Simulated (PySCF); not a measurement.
## Bonding in `C#C[C+](C)COC`

Species: C6H9O (charge +1).
Atom-mapped SMILES: `[CH:1]#[C:2][C+:3]([CH3:4])[CH2:5][O:6][CH3:7]` (hydrogens: H8 on C1; H9, H10, H11 on C4; H12, H13 on C5; H14, H15, H16 on C7)

Geometry (PBE0-D3(BJ)/def2-SVP, Å), atoms numbered from 1 in this order:
```xyz
16
C6H9O angstrom
C      1.8686    2.3982   -1.2872
C      1.1679    1.4393   -1.0054
C      0.3955    0.3329   -0.6814
C      0.9943   -0.9346   -0.2982
C     -1.0725    0.4382   -0.7245
O     -1.6705   -0.7355   -0.3837
C     -3.0883   -0.7159   -0.3841
H      2.4872    3.2497   -1.5375
H      0.5724   -1.7133   -0.9671
H      2.0879   -0.9420   -0.2822
H      0.5501   -1.2293    0.6750
H     -1.3372    0.8077   -1.7473
H     -1.3477    1.3009   -0.0663
H     -3.4742    0.0214    0.3397
H     -3.4166   -1.7182   -0.0873
H     -3.4811   -0.4881   -1.3892
```

Bond orders from the PBE0/pcSseg-1 density (PySCF). Geometry: PBE0-D3(BJ)/def2-SVP, one conformer, isolated ion.

(1) Where do the orders between heavy atoms depart from those drawn in the SMILES?

(2) Set the Mayer orders of the bonds between heavy atoms beside their lengths.

Results:

(1) The largest departure is 0.925, at C1–C2 (drawn triple, 2.075). Drawn single, order above 1.12: C3–C4 (1.219). Drawn single, order below 0.88: O6–C7 (0.857). Drawn double or triple, more than 0.30 short of the drawn order: C1–C2 (2.075). The SMILES, with its formal charges, is one Lewis structure only.

(2) 
```
 bond  drawn as  length (Å)  Mayer order
C1–C2    triple       1.221        2.075
C2–C3    single       1.388        1.065
C3–C4    single       1.453        1.219
C3–C5    single       1.472        1.078
C5–O6    single       1.361        1.004
O6–C7    single       1.418        0.857
```

Bonds between the same two heavy elements. C–C: lowest C2–C3 (1.065, 1.388 Å), highest C1–C2 (2.075, 1.221 Å); in 1 of the 6 pairs the longer bond (by over 0.003 Å) has the higher order (by 0.02 or more). C–O: lowest O6–C7 (0.857, 1.418 Å), highest C5–O6 (1.004, 1.361 Å).

Q: And the bonds to hydrogen?

A: C–H: 0.86 to 1.13 (9 bonds).

Q: Sum the orders of all bonds at each heavy atom with more than one neighbour and set the sums beside the valence in the SMILES.

A: C1 3.205 (drawn 4), C2 3.140 (drawn 4), C3 3.362 (drawn 3), C4 3.886 (drawn 4), C5 3.811 (drawn 4), O6 1.861 (drawn 2), C7 3.735 (drawn 4). Orders between atoms that aren't bonded are not in these sums.

The Mayer order sums products of elements of PS (density times overlap matrix) between the two atoms' basis functions, so it depends on the basis set.
